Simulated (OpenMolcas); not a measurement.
Pt4+ (d6) among equal point charges was computed by CASSCF with the d shell active (OpenMolcas, ANO-RCC-VTZP on the metal). Its lowest spin-free states, and all those of the highest spin:

```csv
2S+1,Degeneracy,E (cm-1)
5,1,0.0
5,2,805.1
5,2,2858
3,2,19238
3,1,19293
3,2,19833
3,1,20127
3,2,20786
3,1,21328
3,2,21460
3,2,22742
3,1,23233
```

Problem. Is the site octahedral, tetrahedral or cube-like, axial, or of lower symmetry?

Solution. The states with 2S+1 = 5 have orbital degeneracies 1, 2, 2. There are pairs but no triples, so the site is axial: not cubic, but with a proper or improper axis of order three or more. The run had Pt4+ among 6 point charges of -1 e arranged as a trigonal antiprism (D3d), 2.34 Å from the ion, with a polar angle of 58.6° against the regular 54.74°.

Spin-orbit coupling mixes the spin-free states strongly: the lowest level takes only 49 % from its leading state, 5A1. Without dynamic correlation the repulsion within the d shell is too large (B by tens of per cent), so at a given field states of lower spin stand too high. Point charges give a weaker field than real ligands, and real ions of this kind are as a rule low spin; the high spin found here belongs to the model. The ground term spreads over less than 5000 cm-1, several times less than with real ligands, so orbital moments are less quenched and χT lies further from the spin-only value than at real sites. Point charges carry no covalency, so the field is a model and not that of real ligands. No measured value stands beside these numbers.
